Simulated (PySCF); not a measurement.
Compound: CH8FPSi2.
SMILES with atom numbers: `[CH3:1][SiH2:2][Si@H:3]([F:4])[PH2:5]` (hydrogens: H6, H7, H8 on C1; H9, H10 on Si2; H11 on Si3; H12, H13 on P5)

Computed by this run: PBE0-D3(BJ)/def2-SVP geometry optimisation, gas phase (PySCF); density fitting, grid level 1; the optimiser is geomeTRIC in internal coordinates, started from a GFN2-xTB structure with every atom displaced at random (about 0.01 Å).

Step 1: E = -28905.3974 eV
```
atom  x, y, z in Å  |  force x, y, z in eV/Å
C1      1.9090    0.3588    0.3946    0.034  -0.265   0.123
Si2     0.7211   -0.0932   -1.0040    0.046   0.040   0.048
Si3    -1.2883   -0.9661   -0.1611   -0.171  -0.188  -0.475
F4     -2.1952   -1.4792   -1.4481    0.310   0.198   0.503
P5     -2.5467    0.4924    1.0172   -0.045   0.150   0.067
H6      1.4439    1.0711    1.0920   -0.042   0.017   0.010
H7      2.8176    0.8317   -0.0090   -0.006  -0.029  -0.021
H8      2.2145   -0.5369    0.9730   -0.080   0.218  -0.160
H9      1.3335   -1.1003   -1.9282    0.022   0.022   0.013
H10     0.3984    1.1369   -1.7944   -0.036  -0.021  -0.025
H11    -1.0534   -2.1441    0.7345   -0.022   0.032  -0.025
H12    -1.4845    0.7849    1.9374   -0.027  -0.075  -0.081
H13    -2.2630    1.6264    0.1875    0.018  -0.098   0.024
```

Step 2: E = -28905.4089 eV
```
atom  x, y, z in Å  |  force x, y, z in eV/Å
C1      1.8911    0.3590    0.3977    0.007  -0.022   0.056
Si2     0.7202   -0.0912   -1.0078    0.000   0.021  -0.010
Si3    -1.2828   -0.9628   -0.1610   -0.120  -0.101  -0.233
F4     -2.1934   -1.4706   -1.4322    0.126   0.071   0.200
P5     -2.5347    0.5004    1.0208   -0.037   0.032   0.022
H6      1.4155    1.0702    1.0908    0.001  -0.001  -0.010
H7      2.8025    0.8306   -0.0003    0.003  -0.005   0.003
H8      2.1896   -0.5325    0.9720   -0.017   0.027  -0.028
H9      1.3454   -1.0952   -1.9257    0.015   0.008   0.002
H10     0.3891    1.1324   -1.8052   -0.019  -0.013  -0.013
H11    -1.0519   -2.1380    0.7350    0.008  -0.006   0.006
H12    -1.4554    0.7622    1.9237    0.016  -0.012   0.003
H13    -2.2281    1.6179    0.1837    0.018  -0.001   0.001
```

Step 3: E = -28905.4120 eV
```
atom  x, y, z in Å  |  force x, y, z in eV/Å
C1      1.8721    0.3637    0.4024   -0.013   0.054  -0.012
Si2     0.7174   -0.0922   -1.0149   -0.003   0.008  -0.009
Si3    -1.2830   -0.9664   -0.1680   -0.017  -0.024  -0.013
F4     -2.1997   -1.4703   -1.4252   -0.014  -0.013  -0.007
P5     -2.5150    0.5090    1.0246    0.002   0.003  -0.001
H6      1.3863    1.0748    1.0882    0.006   0.002  -0.003
H7      2.7877    0.8353    0.0144    0.004   0.000   0.006
H8      2.1636   -0.5259    0.9783    0.005  -0.041   0.023
H9      1.3579   -1.0935   -1.9250    0.012   0.005   0.002
H10     0.3785    1.1235   -1.8210   -0.005  -0.004  -0.003
H11    -1.0505   -2.1395    0.7311    0.009  -0.006   0.000
H12    -1.4216    0.7436    1.9183    0.006  -0.001   0.014
H13    -2.1866    1.6203    0.1881    0.008   0.018   0.003
```

Step 4: E = -28905.4132 eV
```
atom  x, y, z in Å  |  force x, y, z in eV/Å
C1      1.8554    0.3703    0.4053   -0.014   0.047  -0.021
Si2     0.7154   -0.0952   -1.0214   -0.007  -0.002  -0.010
Si3    -1.2850   -0.9717   -0.1757    0.039   0.018   0.070
F4     -2.2096   -1.4732   -1.4244   -0.061  -0.036  -0.072
P5     -2.4949    0.5160    1.0277    0.015  -0.002  -0.012
H6      1.3612    1.0833    1.0830    0.005   0.001   0.000
H7      2.7750    0.8413    0.0260    0.003  -0.001   0.004
H8      2.1407   -0.5179    0.9867    0.006  -0.031   0.024
H9      1.3705   -1.0951   -1.9227    0.011   0.004   0.003
H10     0.3729    1.1142   -1.8354    0.000   0.001   0.001
H11    -1.0513   -2.1435    0.7251    0.004  -0.005  -0.006
H12    -1.3943    0.7263    1.9192   -0.003  -0.004   0.012
H13    -2.1488    1.6277    0.1980    0.002   0.011   0.006
```

Task: Estimate the geometry and energy of step 5. (The exact step hangs on the optimiser's Hessian estimate; all steps are aligned on step 4, rigid shifts and turns removed.)

Result: E = -28905.4144 eV, largest force 0.137 eV/Å
```
atom  x, y, z in Å  |  force x, y, z in eV/Å
C1      1.8290    0.3836    0.4080   -0.008   0.011  -0.012
Si2     0.7132   -0.1022   -1.0319   -0.008  -0.009  -0.010
Si3    -1.2888   -0.9798   -0.1884    0.074   0.047   0.106
F4     -2.2282   -1.4763   -1.4268   -0.070  -0.034  -0.085
P5     -2.4625    0.5262    1.0319    0.016  -0.007  -0.021
H6      1.3225    1.1025    1.0699    0.001   0.001   0.003
H7      2.7553    0.8510    0.0411    0.001  -0.003  -0.001
H8      2.1041   -0.5002    1.0032    0.002   0.000   0.011
H9      1.3922   -1.1015   -1.9160    0.006   0.003   0.004
H10     0.3681    1.0967   -1.8602    0.002   0.004   0.003
H11    -1.0565   -2.1517    0.7128   -0.002  -0.003  -0.010
H12    -1.3568    0.6923    1.9272   -0.012  -0.009   0.005
H13    -2.0845    1.6417    0.2205   -0.002  -0.001   0.008
```

The energy changes by -0.0012 eV. The first-order estimate −F·Δx gives -0.0020 eV and the mean of the old and new forces, exact on a quadratic surface, -0.0012 eV. The step makes an angle of 84° with the force vector and moves no atom by more than 0.070 Å.

The cost below is that of the whole optimisation. Time: 65 s of wall time; peak memory 0.50 GiB. Hardware: one thread of an Arm Neoverse V1, shared host.
